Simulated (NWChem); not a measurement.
Molecule: sulfuric acid (H2SO4); SMILES O=S(=O)(O)O

```xyz
7

O      0.8222    -0.9346     0.8542
S      0.0000     0.0000    -0.1635
O     -0.9833    -0.8088    -0.8298
O      0.9833     0.8088    -0.8298
O     -0.8222     0.9346     0.8542
H      0.2538    -1.6773     1.1126
H     -0.2538     1.6773     1.1126
```
Atoms are numbered in this order, from 1.

All runs: NWChem. Pople sets run with spherical d functions. The geometry was optimised at PBE0/def2-SVP. Level B3LYP/6-31G*: energy and gradient; each run changes one setting, and changes count from the defaults (medium grid, exact Coulomb integrals, symmetry on).

```
setting                              size of the energy change (μHa)  largest change of a gradient component (μHa/bohr)  time, defaults = 1 (rough)
-----------------------------------  -------------------------------  -------------------------------------------------  --------------------------
defaults                                                        < 10                                               < 30                     about 1
extra-fine grid                                                 < 10                                               < 30                           2
tight SCF thresholds and tolerances                             < 10                                               < 30                     about 1
coarse grid                                                       30                                                200                     about 1
```
